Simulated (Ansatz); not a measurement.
Coupled-cluster diagnostics for BiF₃, Ansatz.

Geometry of the singlet (PBE-D4/def2-TZVP):

| atom | x (Å) | y (Å) | z (Å) |
| --- | --- | --- | --- |
| Bi1 | -0.374 | 0.019 | -0.676 |
| F2 | 1.419 | -0.894 | -0.516 |
| F3 | -1.211 | -0.854 | 0.940 |
| F4 | 0.166 | 1.729 | 0.251 |

In the def2 sets Bi takes a core potential; there is no spin–orbit coupling. Correlated methods freeze 7 core orbitals; core or outer-core shells of Bi are correlated, in sets that lack core-valence functions.

**Question.** Estimate the CCSD(T) correlation energy, the shares of MP2 and (T), T1 and the reference's ⟨S²⟩ for: charge 0, singlet, own geometry in def2-TZVPP; charge 1, doublet, vertical in def2-TZVPP; and the rough time on 4 threads of AMD EPYC 7R43 on a shared host.

**Answer.** 
```
                          state       basis  correlation (eV)  MP2 share (%)  (T) share (%)     T1  ⟨S²⟩ (pure)  wall time   remarks
charge 0, singlet, own geometry  def2-TZVPP           -32.363          100.4            2.9  0.017  0.00 (0.00)       20 s         –
    charge 1, doublet, vertical  def2-TZVPP           -31.828           96.8            3.6  0.086  0.78 (0.75)    1.9 min  large T1
```
Customary marks for T1 are 0.02 (closed shells), 0.045 (open shells) and about 0.05 (3d metals). T1 exceeds 0.02 in 1 of 2 rows and 0.045 in 1; the higher it lies, the less the single-reference result can be trusted.
